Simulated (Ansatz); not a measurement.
The cluster Cu2H⁺. Charge 1, multiplicity 1. Geometry PBE-D4/def2-TZVP; atoms count from 1.

Cartesian coordinates in Å:
```
Cu -0.500 1.067 -0.429
Cu -0.097 -1.241 0.155
H 0.597 0.174 0.274
```

The structure comes from a short search, and lower isomers may exist.

(1) Estimate the Mulliken populations from the PBE0/def2-TZVP orbitals of Ansatz.

(2) And the Mayer bond orders between heavy atoms (over 0.3)?

Results:

(1) 
```csv
atom,charge (e),d electrons
Cu1,0.46,9.90
Cu2,0.46,9.90
H3,0.08,–
```
Mulliken values depend strongly on the basis.

(2) Cu1–Cu2 0.52 (2.41 Å).
